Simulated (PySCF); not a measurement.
NbOBr, SMILES [O]=[Nb][Br] (connectivity only; charge and spin as stated), neutral, multiplicity 3.

Coordinates come from a B3LYP-D3(BJ)/def2-TZVP optimisation. The spin state was assumed, not searched. The def2 effective core potentials stand for the cores of Nb; spin–orbit coupling is left out.

Two levels are set side by side: PBE/def2-TZVPD (PySCF) and CAM-B3LYP/def2-TZVPD (PySCF). Same geometry, gas phase. Differences are taken from unrounded values.

```json
[
 {"quantity": "α-spin orbital gap (eV)", "CAM-B3LYP": "5.11"},
 {"quantity": "β-spin orbital gap (eV)", "CAM-B3LYP": "7.51"},
 {"quantity": "dipole moment (D)", "CAM-B3LYP": "4.62"},
 {"quantity": "mean polarisability (bohr³)", "CAM-B3LYP": "80.7"}
]
```

### Question
What does PBE give, and how far is it from CAM-B3LYP? (The exact figures need the calculation; the answer reports its results.)

### Answer

```
quantity                      PBE  PBE minus CAM-B3LYP
---------------------------  ----  -------------------
α-spin orbital gap (eV)      0.77                -4.34
β-spin orbital gap (eV)      3.94                -3.57
dipole moment (D)            3.73                -0.89
mean polarisability (bohr³)  85.2                  4.6
```

Loosely held outer electrons make PBE densities more polarisable. Differences between two approximate levels are no errors against the true value.

Rough cost on one machine, each run with all the roots and properties that it gave: CAM-B3LYP against PBE within a factor of 2.
